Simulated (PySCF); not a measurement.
## Orbital picture of MgHg

HSE06 at R = 3.656 Å; PySCF, scalar-relativistic core potentials, basis sets Mg def2-SVP, Hg def2-SVP with ECP60. State: ¹Σ⁺ (singlet), closed shell. Only the outer orbitals are listed, counted within each symmetry, core potentials removing the inner ones.

```csv
orbital,occ.,ε (eV),on Mg (%),main shells (%)
6σ,2,-11.39,0,100 Hg d
3π,2,-11.37,0,100 Hg d
3π,2,-11.37,0,100 Hg d
1δ,2,-11.37,0,100 Hg d
1δ,2,-11.37,0,100 Hg d
7σ,2,-7.41,8,92 Hg s
8σ,2,-4.92,91,90 Mg s
9σ,0,-1.41,61,"60 Mg p, 38 Hg p"
4π,0,-1.32,76,"75 Mg p, 24 Hg p"
4π,0,-1.32,76,"75 Mg p, 24 Hg p"
```

**Question.** Which are the highest filled and the lowest empty level, where do they sit, and how wide is the gap?

**Answer.** Highest filled 8σ at -4.92 eV (in %: 90 Mg s); lowest empty 9σ at -1.41 eV (in %: 60 Mg p, 38 Hg p); the gap at HSE06 is 3.51 eV.

```json
{"bond order (Mayer)": "0.23", "⟨S²⟩": "0.000", "charge on Mg (Mulliken, basis-dependent)": "0.01", "charge on Mg (Löwdin, basis-dependent)": "-0.04", "dipole moment (positive dipole means Mg(−)Hg(+))": "-0.04 D"}
```

Closed-shell solutions of metal pairs were not tested for spin polarisation, which can lower them a little. Spin–orbit coupling is left out.
